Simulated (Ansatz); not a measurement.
Gas-phase electronic energies from Ansatz, PBE0-D4/def2-TZVP geometries. CCSD(T)/CBS is the MP2 limit (def2-TZVPP, def2-QZVPP) plus CCSD(T) − MP2 in def2-TZVPP, frozen cores. Functionals use def2-TZVPP. One conformer a species, not always the lowest.

`F[SiH2]OBS` + `C#CNC` → `C#CN(C)[SiH2]F` + `OBS`  (ligand exchange at the Si–O bond)

```csv
level,ΔE (kJ/mol),difference from CCSD(T)/CBS
PBE-D4,31.2,-4.6
r2SCAN-D4,37.8,2.0
PBE0-D4,34.4,-1.4
ωB97X-V,37.5,1.7
ωB97M-V,36.7,0.9
PBE,32.6,-3.2
r2SCAN,38.2,2.4
HF/def2-TZVPP,53.1,17.3
SCS-MP2/def2-TZVPP,35.1,-0.7
CCSD/def2-TZVPP,36.9,1.1
CCSD(T)/def2-TZVPP,34.2,-1.6
MP2/def2-QZVPP,32.9,-2.9
SCS-MP2/def2-QZVPP,36.2,0.4
HF/CBS(def2),54.0,18.2
MP2/CBS(def2),33.3,-2.5
CCSD/CBS(def2),38.6,2.8
CCSD(T)/CBS,35.8,0
```

Largest T1 diagnostic among the species: 0.013.

In def2-TZVPP, CCSD(T) changes the Hartree–Fock value by −18.9 kJ/mol (the triples alone add −2.8 kJ/mol) and MP2 by −21.4 kJ/mol. From PBE to PBE0 (25 % exact exchange), in def2-TZVPP and without D4, ΔE moves by +3.0 kJ/mol.
